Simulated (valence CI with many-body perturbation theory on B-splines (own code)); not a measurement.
**Level structure of Sc I**

Level of theory: relativistic CI+MBPT: three valence electrons over a frozen Dirac-Fock core [Ar], a basis of 7 s, 7 p, 8 d, 6 f, 4 g, 1 h functions for each j, with the one-electron correlation potential Σ1, the two-electron term Σ2, the three-electron term Σ3, Breit, model QED; selected CI, second order for the rest, scaled by the run's own slope (own B-spline code, finite nucleus).

Set against measurement, 36 paired levels are off by 313 cm⁻¹ on average, the worst by 843. These come from a selection out of the NIST Handbook of Basic Atomic Spectroscopic Data. Levels without a partner in it may be off by more, other configurations by 1,000 to 4,000 cm⁻¹.

Levels 46 to 90 of 183, with energies above the lowest level, 3d4s² ²D_3/2. "Leading %" is the weight of the configuration and term that name the level; weights of strongly mixed levels are sums over their largest components and can fall short. Lifetimes count E1, E2, E3, M1 and M2 decay at the calculated energies, and are blank where another channel may lead or the interval is too uncertain; long ones can be off by a factor of two.

| No. | Configuration | Term | J | E (cm⁻¹) | Leading % | Lifetime | g |
| --- | --- | --- | --- | --- | --- | --- | --- |
| 46 | 3d²4p | ⁴F° | 3/2 | 30346 | 93 | 11.8 ns | 0.399 |
| 47 | 3d²4p | ⁴F° | 5/2 | 30389 | 93 | 11.8 ns | 1.029 |
| 48 | 3d²4p | ⁴F° | 7/2 | 30449 | 93 | 11.8 ns | 1.238 |
| 49 | 3d²4p | ⁴F° | 9/2 | 30524 | 93 | 11.8 ns | 1.334 |
| 50 | 3d4s4p | ²P° | 1/2 | 30684 | 39 | 3.28 ns | 0.666 |
| 51 | 3d4s4p | ²P° | 3/2 | 30818 | 39 | 3.29 ns | 1.334 |
| 52 | 3d²4p | ⁴D° | 1/2 | 31861 | 90 | 8.81 ns | -0.002 |
| 53 | 3d²4p | ⁴D° | 3/2 | 31884 | 90 | 8.81 ns | 1.200 |
| 54 | 3d²4p | ⁴D° | 5/2 | 31923 | 89 | 8.82 ns | 1.372 |
| 55 | 3d²4p | ⁴D° | 7/2 | 31978 | 90 | 8.85 ns | 1.429 |
| 56 | 3d²4p | ²G° | 7/2 | 32249 | 91 | 21.5 ns | 0.889 |
| 57 | 3d³ | ⁴F | 3/2 | 32308 | 55 | 94.7 ns | 0.399 |
| 58 | 3d³ | ⁴F | 5/2 | 32342 | 55 | 95.7 ns | 1.029 |
| 59 | 3d²4p | ²G° | 9/2 | 32344 | 91 | 21.5 ns | 1.111 |
| 60 | 3d³ | ⁴F | 7/2 | 32389 | 55 | 97.2 ns | 1.239 |
| 61 | 3d³ | ⁴F | 9/2 | 32448 | 55 | 99.0 ns | 1.334 |
| 62 | 3d²4p | ²F° | 5/2 | 32656 | 60 | 6.20 ns | 0.859 |
| 63 | 3d²4p | ²F° | 7/2 | 32776 | 60 | 6.21 ns | 1.143 |
| 64 | 3d²4p | ²D° | 3/2 | 33125 | 70 | 6.96 ns | 0.800 |
| 65 | 3d²4p | ²D° | 5/2 | 33219 | 70 | 7.01 ns | 1.198 |
| 66 | 3d4s5s | ⁴D | 1/2 | 34273 | 93 | 10.7 ns | -0.003 |
| 67 | 3d4s5s | ⁴D | 3/2 | 34306 | 93 | 10.7 ns | 1.200 |
| 68 | 3d4s5s | ⁴D | 5/2 | 34364 | 93 | 10.7 ns | 1.372 |
| 69 | 3d4s5s | ⁴D | 7/2 | 34452 | 93 | 10.7 ns | 1.429 |
| 70 | 3d²4p | ²S° | 1/2 | 34700 | 93 | 19.1 ns | 2.001 |
| 71 | 3d³ | ²D | 3/2 | 35057 | 32 | 172 ns | 0.806 |
| 72 | 3d³ | ²D | 5/2 | 35155 | 32 | 160 ns | 1.208 |
| 73 | 3d³ | ⁴P | 1/2 | 35314 | 41 | 33.5 ns | 2.664 |
| 74 | 3d³ | ⁴P | 3/2 | 35338 | 41 | 33.6 ns | 1.727 |
| 75 | 3d³ | ⁴P | 5/2 | 35393 | 40 | 34.1 ns | 1.593 |
| 76 | 3d³ | ²G | 7/2 | 35685 | 45 | 399 ns | 0.889 |
| 77 | 3d4s5s | ²D | 3/2 | 35724 | 81 | 15.7 ns | 0.802 |
| 78 | 3d³ | ²G | 9/2 | 35758 | 46 | 400 ns | 1.111 |
| 79 | 3d4s5s | ²D | 5/2 | 35760 | 82 | 15.0 ns | 1.201 |
| 80 | 3d²4p | ⁴D° | 1/2 | 36151 | 90 | 14.2 ns | 0.000 |
| 81 | 3d²4p | ⁴D° | 3/2 | 36184 | 90 | 14.1 ns | 1.197 |
| 82 | 3d³ | ²P | 1/2 | 36202 | 36 | 33.7 ns | 0.672 |
| 83 | 3d²4p | ⁴D° | 5/2 | 36218 | 64 | 14.6 ns | 1.224 |
| 84 | 3d³ | ²P | 3/2 | 36264 | 35 | 33.3 ns | 1.333 |
| 85 | 3d²4p | ⁴D° | 7/2 | 36267 | 57 | 14.8 ns | 1.322 |
| 86 | 3d²4p | ²F° | 5/2 | 36297 | 61 | 15.9 ns | 1.007 |
| 87 | 3d²4p | ²F° | 7/2 | 36410 | 54 | 15.5 ns | 1.250 |
| 88 | 3d²4p | ²D° | 3/2 | 36483 | 59 | 10.1 ns | 0.822 |
| 89 | 3d²4p | ²D° | 5/2 | 36580 | 61 | 10.0 ns | 1.200 |
| 90 | 3d²4p | ²P° | 3/2 | 36737 | 61 | 9.73 ns | 1.441 |

Names give the largest LS component (configuration and term), which can be under half, so a name can repeat, a term be missing and a line seem to break the LS rules; names also repeat where a configuration has a term twice.

Where two levels of one J and parity lie close, their mixing, g and order are uncertain.
